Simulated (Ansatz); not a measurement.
```yaml
crystal:
  periodic: [false, false, false]
  atoms:
    - {symbol: Sn, position_ang: [-1.403236, 0.031467, 1.211441]}
    - {symbol: F, position_ang: [-1.516920, -1.116928, 2.736542]}
    - {symbol: F, position_ang: [-2.264355, 1.634414, 1.799347]}
    - {symbol: F, position_ang: [0.536128, 0.489009, 1.026167]}
    - {symbol: Se, position_ang: [-1.470487, -0.777966, -1.121461]}
    - {symbol: Sn, position_ang: [1.034199, -0.113980, -1.159031]}
    - {symbol: F, position_ang: [1.469195, 1.748825, -1.259586]}
    - {symbol: F, position_ang: [1.327720, -0.655927, -2.986924]}
    - {symbol: F, position_ang: [2.287767, -1.238904, -0.246484]}
basis:
  gaussian: {orbitals: def2-TZVP}
magnetization: {spin_polarized: true, initial_magnetization: 2}
hamiltonian: {xc: pbe0, dispersion: d4}
scf: {omitted_lower_state_checks: [starts]}
output: {orbitals: {seedname: orbitals}}
```

```sh
$ ansatz run in.yaml --threads 4 --pin off --events-out ev --progress --plain --max-ram 4787MiB
```

**Question.** Does this run fit into the memory that it is given?

**Answer.** No. It has 334 basis functions, and Ansatz plans for 4.73 GiB where 4.67 GiB are given.
